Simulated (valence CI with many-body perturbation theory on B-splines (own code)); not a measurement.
Gd XLIII in brief

Computed by valence CI with perturbative core correlation (CI+MBPT): four valence electrons over a frozen Dirac-Fock core [Ar], a basis of 7 s, 7 p, 8 d, 6 f, 4 g, 1 h functions for each j, with the one-electron correlation potential Σ1, the two-electron term Σ2, the three-electron term Σ3, Breit, model QED; selected CI, second order for the rest, scaled by the run's own slope (own B-spline code, finite nucleus).

No measured spectrum was set against this ion. As an estimate, large intervals hold to a few tenths of a per cent, small ones and those within an open d or f shell to about a per cent. Only levels of the ground parity were solved; by the run's estimate the other parity begins above the list, which can be wrong where configurations are misplaced.

Levels are named by their leading jj configuration (3d3/2^4 stands for four electrons in 3d with j = 3/2), which in mixed levels can hold well under half, so a name can repeat and another be missing.

Rates and lifetimes use the calculated energies. Strong lines usually hold to 10 to 20 %, long lifetimes can be off by a factor of two.

(1) What is the ground level?

(2) Name the longest-lived excited levels whose lifetime is computed, and their main decay.

(3) How well does LS coupling describe the low levels?

(4) What is the ionisation energy?

## Answers

(1) (3d3/2^4) J=0, composition 58 % 3d4 3P + 30 % 3d4 5D + 12 % 3d4 1S.

(2) (3d3/2^2 3d5/2^2) J=6 at 75.48 eV lives 14.3 ms, mostly by M1 to (3d3/2^2 3d5/2^2) J=5. The lifetime of (3d3/2^3 3d5/2) J=4 is too uncertain to give, and may be longer.

(3) Among the lowest 20 levels the leading LS term, summed over configurations, holds 47 % on average. For single configurations the figures are 47 % in LS and 92 % in jj coupling. Terms mix most in the J = 4 level at 105.76 eV, where the leading one holds 28 %.

(4) 3312.3 eV; NIST lists 3312 ± 4 eV (theoretical).
